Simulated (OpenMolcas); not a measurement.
# Ir VI: effect of the level shift or regulariser

```json
{"Program": "OpenMolcas", "Basis": "ANO-RCC-VQZP [9s8p6d4f2g1h]", "Scalar Hamiltonian": "DKH2, point nucleus", "Active space": "4 electrons in 5 orbitals (5d)", "State averaging": "2S+1 = 5 even, 5 roots; 2S+1 = 3 even, 45 roots; 2S+1 = 1 even, 50 roots", "Spin-orbit coupling": "state interaction with AMFI integrals over the reference wave functions, term energies averaged over their components"}
```

Methods on the same reference wave functions:
A. CASSCF
B. MS-CASPT2, IPEA 0.25 Eh, imaginary shift 0.1 Eh (closed shells correlated: 5s 5p)
C. MS-CASPT2, IPEA 0.25 Eh, sigma2 regulariser 0.3 Eh (closed shells correlated: 5s 5p)

Energies in cm⁻¹ above 5d⁴ ⁵D₀.

```
            Level      A      B      C
   5d⁴ ⁵D₀ [61 %]    0.0    0.0    0.0
          5d⁴ ⁵D₁   4866   5720   5720
          5d⁴ ⁵D₂   9352  10460  10460
          5d⁴ ⁵D₃  13009  13960  13960
   5d⁴ ⁵D₄ [62 %]  15649  16010  16010
   5d⁴ ³H₄ [55 %]  25510  24550  24550
   5d⁴ ³G₃ [62 %]  30715  28750  28750
          5d⁴ ³H₅  31690  30510  30510
5d⁴ ³F₂(1) [63 %]  32099  29450  29450
5d⁴ ³P₁(1) [74 %]  32600  30250  30250
   5d⁴ ³H₆ [72 %]  34408  33160  33160
   5d⁴ ³G₄ [52 %]  37759  36070  36070
          5d⁴ ³G₅  46480  44760  44760
   5d⁴ ¹I₆ [72 %]  48853  47060  47060
          5d⁴ ³D₁  49613  46390  46390
5d⁴ ¹S₀(1) [72 %]  56926  53010  53010
   5d⁴ ¹F₃ [61 %]  60578  55630  55630
5d⁴ ³P₂(2) [59 %]  65160  59330  59330
5d⁴ ³F₂(2) [52 %]  71429  66110  66110
       5d⁴ ³F₃(2)  72034  66510  66510
       5d⁴ ³P₁(2)  73231  66960  66960
       5d⁴ ³P₀(2)  76966  70600  70600
5d⁴ ¹G₄(2) [74 %]  77256  71040  71040
       5d⁴ ¹D₂(2)  95369  86160  86160
```

Between B and C no level of the table moves by more than 5 cm-1.

From A to B the spin-free energies of the other terms of 5d⁴ shown, above ⁵D, scale by factors of 0.81 to 0.88, as is usual when dynamic correlation screens the repulsion within a d or f shell.

The lowest spin-free term lies below A's lowest term by 0.306 hartree in B, 0.306 hartree in C.

CASPT2 breaks the degeneracy within a term, and the mean is taken; among the terms shown or strongly mixed into the levels shown the widest spread is 1000 cm-1 (5d⁴ ¹I, C). Without dynamic correlation excited terms often stand tens of per cent too high (terms of higher spin than the ground term too low), and those without a measured partner can miss by more than the paired ones (holds for A). The CASPT2 spread within a term exceeds the gap to the next term for 5d⁴ ¹I and 5d⁴ ³D, so the order of their levels is uncertain (holds for B; C). Levels of configurations outside the active space are missing. The table leaves out levels that lie high or whose names do not pair safely across all columns.

A share in square brackets marks a mixed level and gives the weight of the term that names it, the lowest over the columns. A number in round brackets counts repeated terms of one configuration in the order of the reference energies.
